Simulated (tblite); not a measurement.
Compound: C₆H₁₂OSi₂.
SMILES with atom numbers: `[CH3:1][CH2:2][C:3]1=[CH:4][SiH2:5][SiH2:6][CH:7]=[CH:8][O:9]1` (hydrogens: H10, H11, H12 on C1; H13, H14 on C2; H15 on C4; H16, H17 on Si5; H18, H19 on Si6; H20 on C7; H21 on C8)

Structure optimised with GFN2-xTB, isolated species.

What internal coordinates does the optimisation give?

```csv
bond,length (Å),order
C1–C2,1.529,single
C2–C3,1.515,single
C3–C4,1.336,aromatic
C4–Si5,1.872,aromatic
Si5–Si6,2.302,aromatic
Si6–C7,1.873,aromatic
C7–C8,1.334,aromatic
C8–O9,1.351,aromatic
C3–O9,1.365,aromatic
"C1–H10, C1–H11, C1–H12",1.087,single
"C2–H13, C2–H14",1.091,single
C4–H15,1.082,single
"Si5–H16, Si5–H17",1.470,single
"Si6–H18, Si6–H19",1.470,single
C7–H20,1.082,single
C8–H21,1.089,single
```

Bonds in one row agree within 0.01 Å and their mean is given. Orders are formal, as drawn. A selection of angles:
```csv
angle,degrees
C1–C2–C3,110.8
C2–C3–C4,121.3
C2–C3–O9,107.6
C4–C3–O9,130.8
C3–C4–Si5,130.5
C4–Si5–Si6,99.9
Si5–Si6–C7,99.5
Si6–C7–C8,130.0
C7–C8–O9,134.5
C3–O9–C8,133.5
```

Dihedral angles: C1–C2–C3–C4 -95° (anticlinal). The mirror-image conformer, all signs reversed, is as good.

Si6 (SiH2 silicon) is distorted tetrahedral (angles from 99.5° to 119.2°). Of the pairs four or more bonds apart, H13···H15 is among the closest relative to their van der Waals radii: 2.28 Å, 95 % of the sum of Bondi's values. The 7-membered ring C3–C4–Si5–Si6–C7–C8–O9 has internal angles of 99.5° to 134.5° (sum 859°, against 900° for a flat polygon); it is puckered, 0.36 Å rms from its mean plane, widest ring torsion 63°. The C–C distances run from 1.334 Å (C7–C8, aromatic) to 1.529 Å (C1–C2, drawn single), a spread of 0.195 Å. Si5 (SiH2 silicon) is distorted tetrahedral (angles from 99.9° to 118.9°). O9 (cyclic ether oxygen) is bent (angle 133.5°).

Point group: C1 (no symmetry element, even within 0.4 Å). Its GFN2-xTB frequencies are all real (lowest 33 cm⁻¹). One conformer, not necessarily the lowest. 3 starts were optimised and ended at 0.00, 0.18 and 0.75 kcal/mol (GFN2-xTB); the lowest of these is shown.

The numbers are calculated, not measured.
